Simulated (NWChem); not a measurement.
System: InH₂F; SMILES [F][InH2]

Output (shortened):

```
             Northwest Computational Chemistry Package (NWChem) 7.3.0
             --------------------------------------------------------

 C2V symmetry detected

                             Geometry "geometry" -> ""
                             -------------------------

 Output coordinates in angstroms (scale by  1.889725989 to convert to a.u.)

  No.       Tag          Charge          X              Y              Z
 ---- ---------------- ---------- -------------- -------------- --------------
    1 In                  49.0000     0.00000000     0.00000000    -0.27816892
    2 H                    1.0000     0.00000000     1.61774100    -0.88637792
    3 H                    1.0000     0.00000000    -1.61774100    -0.88637792
    4 F                    9.0000     0.00000000     0.00000000     1.71144808

 Effective nuclear repulsion energy (a.u.)     150.5745904403

      Symmetry information
      --------------------

 Group name             C2v
 Group number             16
 Group order               4
 No. of unique centers     3

                                 NWChem DFT Module
                                 -----------------

 Summary of "ao basis" -> "ao basis" (spherical)
 ------------------------------------------------------------------------------
       Tag                 Description            Shells   Functions and Types
 ---------------- ------------------------------  ------  ---------------------
 In                         def2-svp                10       26   4s4p2d
 H                          def2-svp                 3        5   2s1p
 F                          def2-svp                 6       14   3s2p1d

      Symmetry analysis of basis
      --------------------------

        a1         23
        a2          4
        b1         10
        b2         13

            General Information
            -------------------
          SCF calculation type: DFT
          Wavefunction type:  closed shell.
          No. of atoms     :     4
          No. of electrons :    32
           Alpha electrons :    16
            Beta electrons :    16
          Charge           :     0
          Spin multiplicity:     1
          Use of symmetry is: on ; symmetry adaption is: on
          Maximum number of iterations: 150
          AO basis - number of functions:    50
                     number of shells:    22
          Convergence on energy requested:  1.00D-06
          Convergence on density requested:  1.00D-05
          Convergence on gradient requested:  5.00D-04

              XC Information
              --------------
                         MN15 Method XC Functional
                     Hartree-Fock (Exact) Exchange  0.440
                          MN15 Exchange Functional  1.000
                        MN15 Correlation Potential  1.000

             Grid Information
             ----------------
          Grid used for XC integration:  xfine
          Radial quadrature: Mura-Knowles
          Angular quadrature: Lebedev.
          Tag              B.-S. Rad. Rad. Pts. Rad. Cut. Ang. Pts.
          ---              ---------- --------- --------- ---------
          In                  1.55      205           8.0      1454
          H                   0.35      100          10.0      1202
          F                   0.50      100           9.0      1454
          Grid pruning is: on
          Number of quadrature shells:   405
          Spatial weights used:  Erf1

      Superposition of Atomic Density Guess
      -------------------------------------

 Sum of atomic energies:        -318.34137128

      Non-variational initial energy
      ------------------------------

 Total energy =    -289.372782
 1-e energy   =    -607.169527
 2-e energy   =     251.392779
 HOMO         =      -0.343468
 LUMO         =      -0.007346

      Symmetry analysis of molecular orbitals - initial
      -------------------------------------------------

  Numbering of irreducible representations:

     1 a1          2 a2          3 b1          4 b2

  Orbital symmetries:

     1 a1          2 a1          3 b2          4 a1          5 b1
     6 a1          7 a1          8 b2          9 a1         10 a2
    11 b1         12 a1         13 b2         14 b1         15 a1
    16 b2         17 b1         18 a1         19 a1         20 b2
    21 a1         22 b1         23 b2         24 a1         25 a2
    26 b1

     ---------------------------------------------
      Total Density - Mulliken Population Analysis
     ---------------------------------------------

    Atom       Charge   Shell Charges
 -----------   ------   -------------------------------------------------------
    1 In  21    19.94   2.60 -0.60  0.77  0.43  3.23  2.76  0.54  0.18  9.70  0.33
    2 H    1     1.13   0.63  0.49  0.01
    3 H    1     1.13   0.63  0.49  0.01
    4 F    9     9.81   1.99  1.16  0.81  3.60  2.25  0.00

[...]

                         DFT ENERGY GRADIENTS

    atom               coordinates                        gradient
                 x          y          z           x          y          z
   1 In      0.000000   0.000000  -0.525663    0.000000   0.000000  -0.005863
   2 H       0.000000   3.057087  -1.675011    0.000000   0.005666  -0.002030
   3 H       0.000000  -3.057087  -1.675011    0.000000  -0.005666  -0.002030
   4 F       0.000000   0.000000   3.234168    0.000000   0.000000   0.009923
```

Level: MN15/def2-SVP with def2 effective core potentials on In. Geometry: optimised at PBE-D3(BJ)/def2-SVP. def2 effective core potentials on In; no spin-orbit coupling.

Write an input that gives this output.

One answer among several that fit: the input that was run:
```
start job
memory heap 200 mb stack 900 mb global 1100 mb
geometry units angstroms noautoz
  In     0.000000     0.000000    -0.325222
  H      0.000000     1.617741    -0.933431
  H      0.000000    -1.617741    -0.933431
  F      0.000000     0.000000     1.664395
end
basis spherical
  * library def2-svp
end
ecp
  In library def2-ecp
end
dft
  xc mn15
  grid xfine
  iterations 150
  mulliken
end
task dft gradient
```
